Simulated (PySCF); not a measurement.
# What a mistake does to a calculation on BH5OSi2

All numbers below are calculated, not measured. They come from PySCF 2.14.0, an open-source quantum chemistry program, on an isolated molecule that a program drew, which may never have been made. The molecule is BH5OSi2 (charge 0, singlet), drawn as the SMILES string `BO[Si][SiH3]`.

Each row is a Hartree-Fock (HF) and frozen-core CCSD(T) single point in the cc-pV(D+d)Z basis, meant for a local HF minimum. Run 1 is clean. Each other run has one planted mistake out of seven kinds, and not every kind appears here: one electron removed, one electron added, multiplicity raised by two, geometry at a saddle point, minimal basis STO-3G, one bond length entered in bohr, all coordinates scaled. The reference is restricted for singlets and unrestricted otherwise, and also for a bond in bohr. Adding or removing an electron swaps singlet and doublet. Electrons count all cores. HOMO and LUMO are orbital energies over both spins, the gradient is its largest component, and the lowest frequency (negative if imaginary) is given only where the gradient is small. Bond lengths are over the 8 bonds as drawn. T1 is the CCSD diagnostic: over 0.02 (restricted) or 0.045 (unrestricted) a single reference is doubtful.

Geometry of the clean run:
```xyz
9
BH5OSi2, angstrom
B    -0.0742   -3.5669    1.2686
O    -0.3630   -2.2606    1.4086
Si   -0.9090   -0.7020    1.4780
Si    1.0625    0.1833    2.6244
H    -0.3958   -4.3338    2.1356
H     0.5041   -3.9361    0.2823
H     0.9672    1.6420    2.8910
H     2.2747   -0.0605    1.7967
H     1.2420   -0.5170    3.9248
```

| run | electrons | basis functions | <S^2> | HOMO (eV) | LUMO (eV) | gradient (hartree/bohr) | lowest frequency (cm^-1) | mean bond (Å) | longest bond (Å) | T1 | HF (hartree) | CCSD(T) (hartree) | mistake |
|---|---|---|---|---|---|---|---|---|---|---|---|---|---|
| 1 | 46 | 99 | 0.000 | -8.30 | 0.64 | 2.4e-05 | 54 | 1.5386 | 2.446 | 0.0193 | -680.34723 | -680.86716 | no fault |
| 2 | 46 | 99 | 1.091 | -8.31 | 0.74 | 1.1e-02 | - | 1.7039 | 2.808 | 0.0669 | -680.23974 | -680.74815 | one bond length entered in bohr |
| 3 | 46 | 99 | 0.000 | -8.22 | 0.75 | 2.8e-02 | - | 1.4925 | 2.373 | 0.0185 | -680.33944 | -680.85587 | all coordinates scaled |
| 4 | 45 | 99 | 0.780 | -16.08 | -6.30 | 8.0e-02 | - | 1.5386 | 2.446 | 0.0235 | -680.08013 | -680.57120 | one electron removed |
| 5 | 47 | 99 | 0.771 | -1.14 | 7.29 | 8.2e-02 | - | 1.5386 | 2.446 | 0.0206 | -680.35529 | -680.88473 | one electron added |
| 6 | 46 | 99 | 2.015 | -7.49 | 0.04 | 2.1e-02 | - | 1.5386 | 2.446 | 0.0211 | -680.31751 | -680.81349 | ? |

**Which mistake was planted in run 6, and what did it cost?**

Electrons, basis and geometry are unchanged, and <S^2> is 2.015, beside S(S+1) = 2.00 for a multiplicity of 3. So the mistake is: multiplicity raised by two. Subtracting run 1 and multiplying by 627.51 kcal/mol a hartree, the energy moved by 18.6 kcal/mol in HF and 33.7 kcal/mol in CCSD(T).

Cautions from the logs. Run 2: T1 is over the limit, so its CCSD(T) energy is less reliable.
